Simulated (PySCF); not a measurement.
C6H9NS.
Atom-mapped SMILES: `[CH3:1][S:2][c:3]1[cH:4][cH:5][cH:6][n:7]1[CH3:8]` (hydrogens: H9, H10, H11 on C1; H12 on C4; H13 on C5; H14 on C6; H15, H16, H17 on C8)

The same species was optimised twice, with GFN2-xTB and with PBE0-D3(BJ)/def2-SVP (PySCF), and the same property calculations (PySCF, gas phase) were run on both structures.

| coordinate | GFN2-xTB | PBE0-D3(BJ)/def2-SVP | change |
| --- | --- | --- | --- |
| C4–C5 (Å) | 1.408 | 1.422 | +0.014 |
| C1–S2 (Å) | 1.811 | 1.797 | -0.014 |
| C6–N7 (Å) | 1.361 | 1.374 | +0.013 |
| C3–C4 (Å) | 1.374 | 1.385 | +0.011 |
| C3–N7 (Å) | 1.361 | 1.371 | +0.010 |
| C5–C6 (Å) | 1.367 | 1.375 | +0.008 |
| N7–C8 (Å) | 1.433 | 1.438 | +0.005 |
| S2–C3 (Å) | 1.759 | 1.755 | -0.004 |
| S2–C3–C4 (°) | 131.8 | 132.4 | +0.6 |
| C1–S2–C3 (°) | 100.1 | 99.6 | -0.5 |
| C3–N7–C6 (°) | 108.5 | 109.0 | +0.5 |
| C4–C3–N7 (°) | 108.9 | 108.5 | -0.4 |
| C6–N7–C8 (°) | 126.5 | 126.1 | -0.4 |
| C5–C6–N7 (°) | 108.7 | 108.4 | -0.3 |
| C3–C4–C5 (°) | 106.5 | 106.7 | +0.2 |
| S2–C3–N7 (°) | 119.3 | 119.1 | -0.2 |
| C1–S2–C3–C4 (°) | 0 | 1 | +1 |

Rotational constants: A = 3027, B = 1462, C = 998.3 MHz (GFN2-xTB) against A = 3001, B = 1455, C = 992.5 MHz (PBE0-D3(BJ)/def2-SVP). Point groups within 0.08 Å: Cs and Cs.

On the GFN2-xTB structure: lowest singlet, TDDFT (eV) 5.05 [wB97X-D/def2-SVPD]; isotropic polarisability (au) 97.6 [wB97X-D/def2-SVPD]; HOMO (eV) -7.13 [wB97X-D/def2-SVPD]; LUMO (eV) 2.10 [wB97X-D/def2-SVPD]; dipole (D) 0.69 [wB97X-D/def2-SVPD].

Q: What do these properties become on the PBE0-D3(BJ)/def2-SVP structure?

A: 
```
                                    property              level  on GFN2-xTB  on PBE0-D3(BJ)/def2-SVP  change
                  lowest singlet, TDDFT (eV)  wB97X-D/def2-SVPD         5.05                     5.04   -0.01
               isotropic polarisability (au)  wB97X-D/def2-SVPD         97.6                     99.0    +1.4
                                   HOMO (eV)  wB97X-D/def2-SVPD        -7.13                    -7.15   -0.02
                                   LUMO (eV)  wB97X-D/def2-SVPD         2.10                     2.07   -0.03
                                  dipole (D)  wB97X-D/def2-SVPD         0.69                     0.73   +0.04
energy, GFN2-xTB geometry as zero (kcal/mol)  wB97X-D/def2-SVPD          0.0                     -1.0    -1.0
```

The heavy atoms differ by 0.011 Å rms after alignment. Among bonds between heavy atoms C1–S2, C4–C5 and C6–N7 change most and about equally (-0.014 to +0.014 Å). Changes are differences of the printed values. Neither structure is proved a minimum here.

Conformer computed: `[CH3:1][S:2][c:3]1[cH:4][cH:5][cH:6][n:7]1[CH3:8]`: C1–S2–C3–C4 1°.

wB97X-D is run here without its empirical dispersion term; that term would change no orbital, density or response property at a fixed geometry.
